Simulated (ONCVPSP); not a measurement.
## Plane-wave convergence, ONCV potential for O

| Property | Result |
| --- | --- |
| Element | O (Z = 8) |
| Generator | ONCVPSP 4.0.1 |
| Type | optimised norm-conserving Vanderbilt (ONCV) |
| Functional | revPBE |
| Relativity | scalar-relativistic |
| Frozen core | [He] |
| Valence charge | 6 |
| Reference configuration | 2s2 2p4 |
| Partial waves | 2s: rc 0.65 bohr, ncon 5, nbas 8, qcut 12.4 1/bohr, 2 projectors, debl 3.7 Ha; 2p: rc 1.55 bohr, ncon 4, nbas 8, qcut 7.5 1/bohr, 1 projector; d scattering state at 0.02 Ha: rc 1.25 bohr, ncon 4, nbas 7, qcut 8.7 1/bohr, 2 projectors, debl 3.7 Ha |
| Local potential | polynomial inside 0.55 bohr (lpopt 5, dvloc0 0 Ha) |
| Core correction | Teter function, fcfact 5.25, rcfact 1.8 |

Problem. For each optimised wave give the share of its norm inside rc, the residual kinetic energy above qcut (Ha) and the cutoffs (Ha) for errors of 10, 1, 0.1 and 0.01 mHa per electron.

Solution.

```
         wave  norm inside rc  residual KE  10 mHa  1 mHa      0.1 mHa     0.01 mHa
           2s           0.148      4.2e-03    31.6  291.0        382.9        432.4
s projector 2           0.035      1.1e-03    31.9   84.1        462.6        546.0
           2p           0.727      7.7e-05    18.7   23.4         27.7         79.0
d projector 1           0.000      3.7e-04     0.0    0.1  not reached  not reached
d projector 2           0.211      1.1e-02    39.3  133.1        154.7        202.9
```

The occupied waves need 291 Ha and 383 Ha for 1 and 0.1 mHa. Rows with under 1 % of the norm inside rc give no meaningful cutoff. Note: ghosts flagged at negative energy: s at -405.1 eV, d at -3934.6 eV; GHOST(+) flagged for d at 246.3 eV. A true bound ghost makes a file unfit for plane-wave use. Its largest configuration-test error is +3157 meV.
